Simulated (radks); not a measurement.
Values are calculated unless marked as measured or tabulated.
Excited configurations of neutral bromine: one electron is placed in a higher orbital outside [Ar] 3d10 4s2 4p4. The ground configuration is [Ar] 3d10 4s2 4p5. Level of theory: Dirac Kohn-Sham, BLYP, spin-unpolarised, spherical densities, finite nucleus; open shells fill j = l - 1/2 first; Fermi nuclear charge, rms radius 4.1629 fm (a radial shooting solver on a logarithmic mesh with Libxc functionals). Excitation = E - E(ground); binding = E(ion) - E, where the ion is the core of charge +1; n* = 1/sqrt(2 binding) in atomic units, and the quantum defect is n - n*.

outer orbital  excitation (eV)  binding (eV)     n*  quantum defect
4d3/2                   10.333         1.857  2.707           1.293
5s1/2                    8.341         3.849  1.880           3.120
5p1/2                    9.753         2.437  2.363           2.637
6s1/2                   10.400         1.789  2.758           3.242

The Delta-SCF ionisation energy is 12.190 eV (NIST Atomic Spectra Database: 11.814 eV, measured). Self-interaction in the functional shifts the binding energies and quantum defects, so they are the method's values and not measured ones. Spin polarisation and multiplet splitting are left out, so open shells lie too high by an amount that depends on their filling.

Beside tabulated values, note that spin-unpolarised runs miss the spin-polarisation part of the exchange energy of open shells.
